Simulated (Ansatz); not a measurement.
This geometry of CH₅BF₂Si (10 atoms, charge 0, multiplicity 1) is a first-order saddle point.

These are results of RKS r2SCAN-D4/def2-SVP (Ansatz 0.2.0), not measurements.

```xyz
10
Properties=species:S:1:pos:R:3
F 1.621 -0.847 -1.621
B 0.528 -1.123 -0.920
F 0.421 -2.368 -0.473
C -0.530 -0.040 -0.593
Si -0.062 0.844 1.031
H -1.528 -0.486 -0.461
H -0.578 0.720 -1.389
H -1.135 0.660 2.050
H 0.137 2.302 0.790
H 1.209 0.286 1.587
```

Task: Which two structures does it join? (They come from a converged band through this point; their orientation in space is the band's.)

Result: No bond is made or broken. The dihedral B2–C4–Si5–H8 goes from -59 to -179°. The two ends are copies of one structure, up to a mirror image or an exchange of like atoms.

Image 0:

```xyz
10
Properties=species:S:1:pos:R:3
F 1.496 -1.611 -1.107
B 0.251 -1.353 -0.724
F -0.465 -2.397 -0.321
C -0.317 0.088 -0.701
Si 0.025 0.936 0.959
H -1.410 0.085 -0.843
H 0.150 0.710 -1.482
H -0.600 0.156 2.069
H -0.543 2.317 0.956
H 1.496 1.016 1.198
```

Image 6:

```xyz
10
Properties=species:S:1:pos:R:3
F 1.495 -0.393 -1.907
B 0.643 -0.948 -1.053
F 0.918 -2.192 -0.679
C -0.574 -0.172 -0.489
Si -0.110 0.792 1.075
H -1.391 -0.860 -0.215
H -0.947 0.564 -1.221
H -1.304 1.517 1.604
H 0.961 1.785 0.764
H 0.392 -0.144 2.123
```

Task: How far does it lie above each of them?

Result: 6.3 kJ/mol above the first and 6.2 kJ/mol above the second. This is the barrier of this one path; another mechanism may lie lower.

Run time: 90 s on 2 threads of Arm Neoverse V2, on a shared host, peak memory 0.15 GiB.
